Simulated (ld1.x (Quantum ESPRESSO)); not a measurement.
**Scattering properties, TM potential for Ce**

cerium (Ce), norm-conserving Troullier–Martins (Kleinman–Bylander form), made with ld1.x (Quantum ESPRESSO) 7.5 (PBEsol, scalar-relativistic). Core [Xe] 4f1, reference 5d1 6s1 6p0 (charge +1). Waves: 6s (bound): rc 3.75 bohr; 5d (bound): rc 3.90 bohr; 6p (bound, empty): rc 3.15 bohr. Local part: the p channel. Core correction: none.

The phase is arctan(r·u′/u) with u = r·R(r), unwrapped; energies in Ry, scanned from -3 to 5 Ry. A pole is an energy at which the radial function vanishes at the test radius. The pseudo phase is shifted by a multiple of π to meet the all-electron one at the reference energy, and phase errors are pseudo minus all-electron; the curves can meet again beyond the range given. Levels narrower than the energy grid can be missing from the lists of poles.

Task: For each channel, where are the poles, and over which energies does the pseudopotential scatter like the atom?

Result:

| channel | radius (bohr) | reference energy (Ry) | poles, all-electron | poles, pseudo | unbroken range about the reference energy with phases within 0.05 rad | phase error 1 Ry above the reference energy (rad) |
| --- | --- | --- | --- | --- | --- | --- |
| s | 4.25 | -0.63 | 0.05, 3.52 | 0.04, 3.06 | below 1.0 | -0.008 |
| p | 4.25 | -0.40 | -2.12, 0.69, 4.36 | -0.01, 1.28 | -2.0 to -0.3 | -3.021 |
| d | 4.25 | -0.63 | -0.47, 1.94 | -0.47, 2.67 | below 0.0 | +0.232 |

Note: ghost states, extra bound levels that the all-electron valence spectrum of the same l lacks: s at -63.2 eV, p at -0.40 eV. A true bound ghost makes a file unfit for plane-wave use.

Phases in the s channel:

```tsv
E (Ry)	all-electron	pseudo
-3.00	1.411	1.409
-2.52	1.387	1.386
-2.04	1.351	1.350
-1.56	1.280	1.279
-1.08	1.054	1.052
-0.60	-0.866	-0.867
-0.12	-1.510	-1.513
0.36	-1.652	-1.660
0.84	-1.780	-1.807
1.32	-2.138	-2.400
1.80	-4.061	-4.321
2.28	-4.520	-4.586
2.76	-4.631	-4.675
3.24	-4.687	-4.734
3.72	-4.728	-4.804
4.20	-4.767	-5.008
4.68	-4.816	-7.460
```
